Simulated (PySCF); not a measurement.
# Correlation energy of S (sulfur, neutral)

[Ne] 3s2 3p3 4s1, high-spin 5S determinant (an excited configuration). Calculation: PySCF 2.14, in aug-cc-pV(T+d)Z; the non-relativistic Hamiltonian (point nucleus). Frozen: [Ne]; 6 electrons correlated.

```json
{"level": "CCSD", "correlation energy (mhartree)": "-122.86"}
{"level": "(T)", "correlation energy (mhartree)": "-4.92"}
{"level": "CCSD(T)", "correlation energy (mhartree)": "-127.78"}
```

Diagnostics: T1 = 0.0073, D1 = 0.0245, largest double amplitude 0.044.

Problem. Is a single reference adequate?

Solution. Yes: T1 lies below 0.03 and no double amplitude reaches 0.07.
